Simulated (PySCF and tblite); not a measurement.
Values are calculated unless marked as measured or tabulated.
C₉H₈, numbered as in [CH:1]#[C:2][C:3]1=[C:4]([CH:5]=[CH2:6])[C:7](=[CH2:8])[CH2:9]1. Free energies: B3LYP-D3(BJ)/def2-SVP (IEF-PCM, methanol) on GFN2-xTB structures plus GFN2-xTB thermal terms, symmetry and mirror images included. Conformers within 3 kcal/mol (GFN2-xTB free energy) were kept, 10 at most. GIAO shieldings: WP04/pcSseg-1 (IEF-PCM, methanol). Shifts are against TMS (¹H), TMS (¹³C) at the same level; of two unlike H on one atom, a is the less shielded. Programs: PySCF with density fitting and tblite.

Torsions listed: C3–C4–C5–C6. The 4-ring runs over atoms 3–4–7–9.

```tsv
conformer	shape	point group	mirror pair	ΔE(DFT)	Δ(G−E) at 350 K	δ H6a (ppm)
1	4-ring flat; 180°	Cs	no	0.00	0.00	5.77
2	4-ring flat; 0°	Cs	no	0.87	0.03	6.46
```

Energies in kcal/mol; the thermal term leaves out symmetry numbers and mirror images.

Problem. Work out the weights at 350 K and the ¹H shift of H6a under fast exchange.

Solution. RT = 0.696 kcal/mol. Each conformer gets RT ln(σ/g), with σ the rotational symmetry number and g = 2 for a mirror pair: 1: σ = 1, g = 1, G = 0.00 + 0.00 + 0.00 = 0.00, 0.00 above the lowest, exp(−ΔG/RT) = 1.000; 2: σ = 1, g = 1, G = 0.87 + 0.03 + 0.00 = 0.90, 0.90 above the lowest, exp(−ΔG/RT) = 0.273. The sum is 1.273, so the weights are 78.5, 21.5 %. The averaged shift is 5.92 ppm. At 298.15 K it is 5.89 ppm. At 298.15 K the leading conformer alone gives 5.77 ppm and bare DFT energies give 5.90 ppm.
